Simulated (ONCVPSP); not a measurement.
## Scattering properties, ONCV potential for platinum (Pt)

| Quantity | Value |
| --- | --- |
| Element | Pt (Z = 78) |
| Generator | ONCVPSP 4.0.1 |
| Type | optimised norm-conserving Vanderbilt (ONCV) |
| Functional | LDA (Perdew-Zunger) |
| Relativity | scalar-relativistic |
| Frozen core | [Kr] 4d10 4f14 |
| Valence charge | 18 |
| Reference configuration | 5s2 5p6 5d9.5 6s0.5 |
| Partial waves | 5s+6s: rc 1.75 bohr, ncon 4, nbas 8, qcut 5.8 1/bohr, 2 projectors; 5p: rc 1.75 bohr, ncon 5, nbas 9, qcut 10 1/bohr, 1 projector; 5d: rc 1.55 bohr, ncon 4, nbas 7, qcut 6.5 1/bohr, 2 projectors, debl 1 Ha |
| Local potential | polynomial inside 1.00 bohr (lpopt 5, dvloc0 6 Ha) |
| Core correction | polynomial model core, fcfact 0.15 |

The phase is arctan(r·R′/R) of the radial function R(r), unwrapped; energies in Ha, scanned from -5 to 5 Ha. A pole is an energy at which the radial function vanishes at the test radius. The pseudo phase is shifted by a multiple of π to meet the all-electron one at the reference energy, and phase errors are pseudo minus all-electron; the curves can meet again beyond the range given. Levels narrower than the energy grid can be missing from the lists of poles.

```json
{"channel": "s", "radius (bohr)": "1.78", "reference energy (Ha)": "-0.21", "poles, all-electron": "-3.54, 4.77", "poles, pseudo": "-3.54, 3.21", "unbroken range about the reference energy with phases within 0.05 rad": "below 2.9", "phase error 1 Ha above the reference energy (rad)": "-0.005"}
{"channel": "p", "radius (bohr)": "1.78", "reference energy (Ha)": "-2.03", "poles, all-electron": "-1.61", "poles, pseudo": "-1.62, 4.39", "unbroken range about the reference energy with phases within 0.05 rad": "below 0.4", "phase error 1 Ha above the reference energy (rad)": "-0.004"}
{"channel": "d", "radius (bohr)": "1.58", "reference energy (Ha)": "-0.20", "poles, all-electron": "1.75", "poles, pseudo": "1.74", "unbroken range about the reference energy with phases within 0.05 rad": "the whole range", "phase error 1 Ha above the reference energy (rad)": "+0.000"}
```

Note: no bound ghost flagged; GHOST(+) flagged for s at 88.7 eV.

Phases in the p channel:

```tsv
E (Ha)	all-electron	pseudo
-4.96	1.305	1.305
-4.48	1.275	1.274
-4.00	1.229	1.228
-3.52	1.151	1.149
-3.04	0.970	0.967
-2.56	0.170	0.162
-2.08	-1.263	-1.263
-1.60	-1.576	-1.577
-1.12	-1.703	-1.706
-0.64	-1.794	-1.802
-0.16	-1.888	-1.905
0.32	-2.013	-2.057
0.80	-2.223	-2.346
1.28	-2.646	-3.006
1.76	-3.388	-3.844
2.24	-3.979	-4.256
2.72	-4.265	-4.444
3.20	-4.412	-4.552
3.68	-4.501	-4.625
4.16	-4.561	-4.685
4.64	-4.604	-4.743
```
